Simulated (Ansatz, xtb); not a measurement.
Two isomers of CH3FSe

Structure I is `C[Se]F`, a singlet and structure II is `FC[SeH]`, a singlet. Both are isolated molecules in the gas phase, relaxed with B3LYP-D3(BJ)/def2-SVP; the shapes shown needn't be the lowest conformers.

I (Å):

```xyz
6

C    -2.8125    0.9266    0.6265
F    -2.7013   -1.8268    0.8069
Se   -2.7274   -0.6357   -0.5242
H    -2.8374    1.8008   -0.0434
H    -1.9202    0.9767    1.2645
H    -3.7276    0.9013    1.2330
```

II (Å):

```yaml
atoms:
  - { symbol: C, position_ang: [-2.6887, 0.4590, 1.0805] }
  - { symbol: F, position_ang: [-3.5980, 1.4497, 1.3218] }
  - { symbol: Se, position_ang: [-2.1540, 0.3417, -0.8048] }
  - { symbol: H, position_ang: [-1.7581, 0.6623, 1.6339] }
  - { symbol: H, position_ang: [-3.1081, -0.5080, 1.3952] }
  - { symbol: H, position_ang: [-3.4143, -0.2878, -1.2453] }
```

Quicker runs give these differences E(II) − E(I): GFN2-xTB +0.499 eV; HF/STO-3G −0.402 eV (at GFN2-xTB geometries); r2SCAN-D4/def2-SVP −0.215 eV (at GFN2-xTB geometries).

Q: Estimate E(II) − E(I) at the level CCSD(T)/def2-TZVPP.

A: Calculated at CCSD(T)/def2-TZVPP: E(II) − E(I) = −0.204 eV, so structure II lies lower.

The same difference at several levels:

```tsv
level	geometry	E(II) − E(I) (eV)	departure from the last row (eV)	job, with rough time for the two
GFN2-xTB	GFN2-xTB	+0.499	+0.703	optimisation, 0.21 s
HF/STO-3G	GFN2-xTB	−0.402	−0.198	single point, 0.88 s
r2SCAN-D4/def2-SVP	GFN2-xTB	−0.215	−0.011	single point, 5.5 s
B3LYP-D3(BJ)/def2-SVP	B3LYP-D3(BJ)/def2-SVP	−0.304	−0.100	optimisation, 2.2 min
HF/def2-TZVPP	B3LYP-D3(BJ)/def2-SVP	−0.255	−0.051	part of the CCSD(T) run
MP2/def2-TZVPP	B3LYP-D3(BJ)/def2-SVP	−0.201	+0.003	part of the CCSD(T) run
CCSD(T)/def2-TZVPP	B3LYP-D3(BJ)/def2-SVP	−0.204		single point, 2.9 min
```

As drawn, II has 1 C–F, 1 Se–H in place of 1 F–Se, 1 C–H.

GFN2-xTB puts the two in the other order. The largest departure from CCSD(T)/def2-TZVPP is that of GFN2-xTB, 0.703 eV.

With harmonic frequencies from B3LYP-D3(BJ)/def2-SVP (ideal gas, rigid rotor, one conformer each, 298.15 K, 1 atm): the zero-point term adds −0.022 eV; ΔH is −0.235 and ΔG −0.212 eV.

The correlated steps freeze 11 core orbitals; the filled d shell of Se is correlated, in a basis made for valence electrons. Mirror images aren't counted in ΔG. Programs: Ansatz 0.2.0, xtb 6.7.1; the last row on 1 thread of Intel(R) Xeon(R) Processor @ 2.50GHz (Skylake/Cascade Lake) on a shared host.
